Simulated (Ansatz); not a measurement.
`N#Cc1ccc(C23CC(C#N)(C2)C3)cc1`. The state is a triplet with charge 0. Geometry r2SCAN-D4/def2-SVP, that of the neutral singlet.

Cartesian coordinates in Å:
```
N 4.7431 3.5341 -0.7387
C 3.8171 2.8401 -0.5981
C 2.6800 1.9896 -0.4240
C 1.7446 2.2593 0.5955
C 0.6411 1.4288 0.7595
C 0.4431 0.3189 -0.0806
C -0.7413 -0.5583 0.1095
C -1.1242 -1.8190 -0.7143
C -2.2415 -1.6609 0.3589
C -3.3923 -2.5118 0.5452
N -4.3213 -3.1969 0.6966
C -1.1154 -1.3691 1.3918
C -2.2448 -0.1394 0.0349
C 1.3788 0.0574 -1.0933
C 2.4890 0.8808 -1.2696
H 1.8954 3.1215 1.2497
H -0.0819 1.6420 1.5529
H -1.4345 -1.6560 -1.7587
H -0.4741 -2.7017 -0.6048
H -1.4125 -0.7880 2.2791
H -0.4557 -2.2133 1.6466
H -2.6170 0.5235 0.8320
H -2.6240 0.1475 -0.9584
H 1.2333 -0.8038 -1.7522
H 3.2153 0.6747 -2.0596
```

At PBE0-D4/def2-SVP a singlet of charge 0 lies 3.66 eV below the triplet at the same geometry.

Problem. Estimate the α-spin orbital energies around the gap (eV) in Ansatz with PBE-D4/def2-SVP, PBE0-D4/def2-SVP.

Solution. 
```csv
orbital,PBE-D4/def2-SVP,PBE0-D4/def2-SVP
HOMO−5,-8.26,-9.80
HOMO−4,-8.01,-9.37
HOMO−3,-7.94,-9.27
HOMO−2,-7.30,-8.75
HOMO−1,-7.18,-8.46
HOMO,-3.09,-4.09
LUMO,-2.11,-1.25
LUMO+1,-0.76,0.33
LUMO+2,-0.72,0.38
LUMO+3,-0.33,0.80
LUMO+4,0.17,1.13
LUMO+5,0.33,1.17
β HOMO,-6.90,-7.99
β LUMO,-6.21,-5.47
```
